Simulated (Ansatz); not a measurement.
**What each rung costs, and what it gives**

Saddle point of Si$_{4}$H$_{12}$ClO$_{4}$F, singlet (Si₄H₉ClO₃ ([SiH3][O][Si]([Cl])([O][SiH3])[O][SiH3]) + H₂O + HF → Si₃H₆ClO₂F ([F][Si]([Cl])([O][SiH3])[O][SiH3]) + SiH₄O ([OH][SiH3]) + H₂O (still joined by a long Si–O bond); bonds formed: Si1–F10, O2–H11, H9–O12; bonds broken: H9–F10, H11–O12; bonds weakened to dative contacts: Si1–O2), PBE0-D4/def2-TZVP structure:

```json
{"atom": "Si1", "x (Å)": "0.1904", "y (Å)": "-0.1662", "z (Å)": "0.5613"}
{"atom": "O2", "x (Å)": "-1.3689", "y (Å)": "-0.3720", "z (Å)": "-0.1052"}
{"atom": "Si3", "x (Å)": "-2.3602", "y (Å)": "0.9571", "z (Å)": "-0.4130"}
{"atom": "O4", "x (Å)": "1.5536", "y (Å)": "-0.0853", "z (Å)": "-0.3302"}
{"atom": "Si5", "x (Å)": "2.6773", "y (Å)": "-1.1106", "z (Å)": "-0.9576"}
{"atom": "O6", "x (Å)": "-0.0735", "y (Å)": "1.4928", "z (Å)": "0.6470"}
{"atom": "Si7", "x (Å)": "0.9334", "y (Å)": "2.7870", "z (Å)": "0.5817"}
{"atom": "Cl8", "x (Å)": "0.3138", "y (Å)": "-0.5232", "z (Å)": "2.5947"}
{"atom": "H9", "x (Å)": "-0.7640", "y (Å)": "-2.6478", "z (Å)": "0.1331"}
{"atom": "F10", "x (Å)": "0.3207", "y (Å)": "-2.0430", "z (Å)": "0.3439"}
{"atom": "H11", "x (Å)": "-1.8894", "y (Å)": "-1.6839", "z (Å)": "-0.1747"}
{"atom": "O12", "x (Å)": "-1.8299", "y (Å)": "-2.7449", "z (Å)": "-0.1252"}
{"atom": "H13", "x (Å)": "-1.7979", "y (Å)": "1.8537", "z (Å)": "-1.4437"}
{"atom": "H14", "x (Å)": "-3.5643", "y (Å)": "0.2872", "z (Å)": "-0.9827"}
{"atom": "H15", "x (Å)": "-2.7676", "y (Å)": "1.6642", "z (Å)": "0.8176"}
{"atom": "H16", "x (Å)": "3.2726", "y (Å)": "-1.9687", "z (Å)": "0.0959"}
{"atom": "H17", "x (Å)": "3.7341", "y (Å)": "-0.2589", "z (Å)": "-1.5568"}
{"atom": "H18", "x (Å)": "2.0805", "y (Å)": "-1.9604", "z (Å)": "-2.0192"}
{"atom": "H19", "x (Å)": "1.3961", "y (Å)": "3.0348", "z (Å)": "-0.8085"}
{"atom": "H20", "x (Å)": "2.1128", "y (Å)": "2.5874", "z (Å)": "1.4624"}
{"atom": "H21", "x (Å)": "0.1616", "y (Å)": "3.9675", "z (Å)": "1.0473"}
{"atom": "H22", "x (Å)": "-2.3311", "y (Å)": "-3.0669", "z (Å)": "0.6323"}
```

Barriers are electronic and count from the start structure reached by relaxing down the imaginary mode.

Computed with Ansatz 0.2.0 (basis: as named in each row); correlated methods freeze the cores. B3LYP uses VWN-RPA correlation. Extrapolation: Hartree–Fock as exp(−7.88 √X), correlation as X^−2.97.

Times are rough, for one single point on 11 threads of a shared host (AMD EPYC 7R13), with one NVIDIA H100 (or a share of it) where marked.

The estimate by CCSD(T) at an estimated basis limit (MP2 extrapolated from triple and quadruple zeta, plus CCSD(T) − MP2 in triple zeta) is 19.40 kcal/mol.

| method | basis | time (s) | barrier (kcal/mol) | method less estimate |
| --- | --- | --- | --- | --- |
| HF | STO-3G | under 1 | -4.15 | -23.55 |
| PBE-D4 | STO-3G | under 1 | -60.54 | -79.94 |
| SPW92 | def2-SVP | 1 | -12.37 | -31.77 |
| PBE-D4 | def2-SVP | 2 | 1.57 | -17.83 |
| B3LYP-D4 | 6-31G | 2 | -4.82 | -24.22 |
| BLYP-D4 | def2-TZVPP | 2 (H100) | 18.26 | -1.13 |
| PBE0-D4 | def2-SVP | 2 | 4.87 | -14.53 |
| PBE-D4 | def2-TZVPP | 2 (H100) | 13.56 | -5.84 |
| r2SCAN-D4 | def2-TZVPP | 2 (H100) | 13.81 | -5.59 |
| B3LYP-D4 | def2-TZVPP | 2 (H100) | 19.75 | 0.36 |
| r2SCAN0-D4 | def2-TZVPP | 2 (H100) | 16.04 | -3.36 |
| BHLYP-D4 | def2-TZVPP | 2 (H100) | 22.42 | 3.02 |
| SPW92 | def2-TZVPP | 2 (H100) | -0.07 | -19.47 |
| PBE0-D4 | def2-TZVPP | 2 (H100) | 16.12 | -3.27 |
| CAM-B3LYP-D4 | def2-TZVPP | 3 (H100) | 18.13 | -1.26 |
| CCSD(T) | def2-SVP | 3 (H100) | 11.42 | -7.98 |
| B97M-V | def2-TZVPP | 3 (H100) | 17.85 | -1.55 |
| wB97X-V | def2-TZVPP | 3 (H100) | 17.73 | -1.67 |
| wB97M-V | def2-TZVPP | 3 (H100) | 16.31 | -3.08 |
| B2PLYP | def2-TZVPP | 3 (H100) | 20.82 | 1.42 |
| PBE-QIDH | def2-TZVPP | 4 (H100) | 17.43 | -1.96 |
| RPA on PBE | def2-TZVPP | 4 (H100) | 18.73 | -0.66 |
| MP2 | def2-QZVPP | 6 (H100) | 18.41 | -0.99 |
| wB97M-V | def2-SVP | 6 | 4.16 | -15.24 |
| CCSD(T) | def2-TZVPP | 41 (H100) | 18.92 | -0.47 |

All methods are single points on the PBE0-D4 structures; a negative value means that the method puts the saddle structure below the start.

T1 diagnostic: at most 0.012.

Steps of this kind, hydrogen fluoride cutting a network bond, underlie vapour etching and the fluorination step of atomic layer etching. Here a small cluster stands in for the surface site.

Labels in which every atom is bracketed show which atoms are joined, not bond orders.
